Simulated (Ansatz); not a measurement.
Cost and result for the atomization energy of C$_{2}$H$_{7}$AlOSi (12 atoms, 12 bonds).

```tsv
atom	x (Å)	y (Å)	z (Å)
O1	0.101	-0.725	-1.790
C2	0.402	-0.630	-0.502
Al3	1.413	1.011	0.173
C4	-0.573	-1.203	0.362
Si5	-1.029	0.742	0.667
H6	0.714	-0.177	-2.298
H7	2.277	0.823	1.492
H8	1.892	1.786	-1.141
H9	-0.198	-1.475	1.347
H10	-1.325	-1.870	-0.052
H11	-2.113	1.009	-0.313
H12	-1.561	0.709	2.056
```

The species carries charge 0 and has multiplicity 1. The bonds changed during the relaxation, so this is another structure than the one it started from. All single points use the PBE0-D4/def2-TZVP geometry. It is one conformer, not always the lowest. Program: Ansatz. All runs use 4 threads of an Arm Neoverse V1 on a shared host. Times are those of one run each, without the atoms' runs, and a repeat can differ threefold. Electronic energies, without spin–orbit coupling; frozen cores. CCSD(T)/CBS adds CCSD(T) − MP2 in def2-TZVPP to the MP2 limit, and its time is that of the two runs behind it. T1 = 0.016.

CCSD(T)/CBS is a level of theory with its own doubt, some kJ/mol a heavy atom from the limit and from the frozen cores, so smaller differences don't rank the functionals.

| level | functions | wall time |
| --- | --- | --- |
| LDA (SPW92)/def2-TZVPP | 275 | 1.5 s |
| revPBE-D4/def2-TZVPP | 275 | 2.4 s |
| BLYP-D4/def2-TZVPP | 275 | 2.4 s |
| PBE-D4/def2-TZVPP (with forces) | 275 | 3 s |
| PBE0-D4/def2-TZVPP | 275 | 3.7 s |
| CCSD(T)/def2-SVP | 113 | 4.8 s |
| r2SCAN-D4/def2-TZVPP (with forces) | 275 | 6 s |
| r2SCANh-D4/def2-TZVPP | 275 | 6 s |
| ωB97X-V/def2-TZVPP | 275 | 9.5 s |
| ωB97M-V/def2-TZVPP (with forces) | 275 | 14 s |
| MP2/def2-QZVPP | 521 | 30 s |
| CCSD(T)/def2-TZVPP | 275 | 2.6 min |
| CCSD(T)/CBS(def2) | – | 3.1 min |

(1) What atomization energy does each give, and how far from CCSD(T)/CBS? (An estimate is asked.)

Results:

(1) Computed: 
| level | atomization (kcal/mol) | difference from CCSD(T)/CBS | per bond |
| --- | --- | --- | --- |
| LDA (SPW92)/def2-TZVPP | 1114.0 | 142.9 | 11.9 |
| revPBE-D4/def2-TZVPP | 967.1 | -4.0 | -0.3 |
| BLYP-D4/def2-TZVPP | 966.8 | -4.3 | -0.4 |
| PBE-D4/def2-TZVPP (with forces) | 989.0 | 17.9 | 1.5 |
| PBE0-D4/def2-TZVPP | 972.1 | 1.0 | 0.1 |
| CCSD(T)/def2-SVP | 916.2 | -54.9 | -4.6 |
| r2SCAN-D4/def2-TZVPP (with forces) | 978.7 | 7.6 | 0.6 |
| r2SCANh-D4/def2-TZVPP | 972.0 | 0.9 | 0.1 |
| ωB97X-V/def2-TZVPP | 975.9 | 4.8 | 0.4 |
| ωB97M-V/def2-TZVPP (with forces) | 974.4 | 3.3 | 0.3 |
| MP2/def2-QZVPP | 970.2 | -0.9 | -0.1 |
| CCSD(T)/def2-TZVPP | 945.4 | -25.7 | -2.1 |
| CCSD(T)/CBS(def2) | 971.1 | 0.0 | 0.0 |

At CCSD(T), def2-SVP lies −54.9 kcal/mol from the extrapolated value and def2-TZVPP −25.7 kcal/mol: correlation converges slowly with the basis, and small sets miss more of it in the bonded molecule than in its fragments. From r2SCAN to r2SCAN0 (25 % exact exchange), in def2-TZVPP and without D4, the atomization energy moves by −16.5 kcal/mol: exact exchange takes away binding that semilocal exchange gives to molecules. Leaving LDA and LC-ωPBE aside and taking each functional with its dispersion term where it has one, the values, not all of them listed here, spread over 47.0 kcal/mol, from BHLYP-D4 to PBE-D4. LDA lies +131.8 kcal/mol from PBE without D4, its usual overbinding.
